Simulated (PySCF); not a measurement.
Compound: C₆H₁₀Cl₂.
Atom-mapped SMILES: `[CH3:1]/[CH:2]=[C:3](\[CH3:4])[C@H:5]([Cl:6])[CH2:7][Cl:8]` (hydrogens: H9, H10, H11 on C1; H12 on C2; H13, H14, H15 on C4; H16 on C5; H17, H18 on C7)

Structure optimised with GFN2-xTB, isolated species.

(1) List the bond lengths, angles and torsions at this level.

## Answers

(1) 
```csv
bond,length (pm)
C1–C2,149.1
C2=C3,133.0
C3–C4,150.1
C3–C5,150.1
C5–Cl6,180.7
C5–C7,151.9
C7–Cl8,178.2
"C1–H9, C1–H10, C1–H11",108.8
C2–H12,108.3
"C4–H13, C4–H14, C4–H15",108.8
C5–H16,109.3
C7–H17,108.9
C7–H18,109.0
```

Bonds in one row agree within 1 pm and their mean is given. A selection of angles:
```csv
angle,degrees
C1–C2–C3,127.0
C2–C3–C4,124.7
C2–C3–C5,119.3
C4–C3–C5,116.0
C3–C5–Cl6,109.7
C3–C5–C7,113.8
Cl6–C5–C7,106.7
C5–C7–Cl8,109.0
```

Torsions: C1–C2–C3–C4 1° (synperiplanar); C2–C3–C5–Cl6 -115° (anticlinal); C3–C5–C7–Cl8 -61° (synclinal).

The C–Cl distances run from 1.782 Å (C7–Cl8, drawn single) to 1.807 Å (C5–Cl6, drawn single), a spread of 0.025 Å. The C–C distances run from 1.330 Å (C2=C3, drawn double) to 1.519 Å (C5–C7, drawn single), a spread of 0.189 Å. Of the pairs four or more bonds apart, H10···H14 is among the closest relative to their van der Waals radii: 2.16 Å, 90 % of the sum of Bondi's values.

Point group: C1 (no symmetry element, even within 0.4 Å). Stationary, but not proved a minimum. The numbers are those of one conformer.

These are computed values.
